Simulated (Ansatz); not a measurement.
Reaction (ligand exchange at a Ge–O bond): `[F][GeH2][O][GeH3]` + `[SiH3][SiH2]S` → `[SiH3][SiH2][S][GeH3]` + `[OH][GeH2][F]`

Isolated molecules relaxed with PBE0-D4/def2-TZVP in Ansatz; ΔE leaves out vibrations. CCSD(T)/CBS adds triple-zeta CCSD(T) − MP2 to the extrapolated MP2 energy (def2 sets, frozen cores). DFT in def2-TZVPP. B3LYP here is the variant with VWN-RPA as its local correlation; programs differ in this. For Ge outer-core shells are correlated without core-valence functions, which leaves a few kJ/mol of doubt a bond. Scalar relativity is left out up to krypton. One conformer a species, not always the lowest.

```csv
level,ΔE (kJ/mol)
PBE-D4,-29.9
r2SCAN-D4,-21.5
ωB97X-V,-15.6
PBE,-26.2
r2SCAN,-20.4
B3LYP,-13.3
MP2/def2-TZVPP,-19.3
HF/def2-QZVPP,0.6
```

Q: What does CCSD(T)/CBS give? (Estimate.)

A: The calculation gave: -19.8 kJ/mol. The listed levels differ from it by -10.1, -1.7, 4.2, -6.4, -0.6, 6.5, 0.5, 20.4 kJ/mol.

Largest T1 diagnostic among the species: 0.012.

The D4 term adds −6.0 kJ/mol with B3LYP and −3.4 kJ/mol with PBE0; it sums over pairs of atoms, weighted by their polarisabilities, and B3LYP, whose exchange is more repulsive, gets the larger term. In def2-TZVPP, CCSD(T) changes the Hartree–Fock value by −14.3 kJ/mol (the triples alone add −2.6 kJ/mol) and MP2 by −18.3 kJ/mol.

CCSD(T)/CBS has its own doubt, a few kJ/mol and more with outer-core shells, so smaller differences from it don't rank the levels.
